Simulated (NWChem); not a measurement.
C$_{4}$H$_{4}$ClF; SMILES C#CC[C@@H](Cl)F

```xyz
10

C      0.6977    -2.4701    -0.6051
C      0.1417    -1.6566     0.0962
C     -0.5325    -0.6890     0.9493
C     -0.6692     0.6987     0.3457
F     -1.3678     0.6415    -0.8071
Cl     0.9221     1.4378     0.0359
H      1.1938    -3.1872    -1.2328
H     -0.0039    -0.5954     1.9117
H     -1.5534    -1.0429     1.1763
H     -1.1910     1.3743     1.0410
```
Atoms are numbered in this order, from 1.

Results from NWChem. Coordinates come from a PBE0/def2-SVP optimisation. Field at 589 nm.

Problem. What does the run give for B3LYP/def2-SVP? Quantities: isotropic polarisability (bohr³); anisotropy (bohr³).

Solution. 
```json
{
  "isotropic polarisability (bohr³)": "48.7",
  "anisotropy (bohr³)": "26.2"
}
```
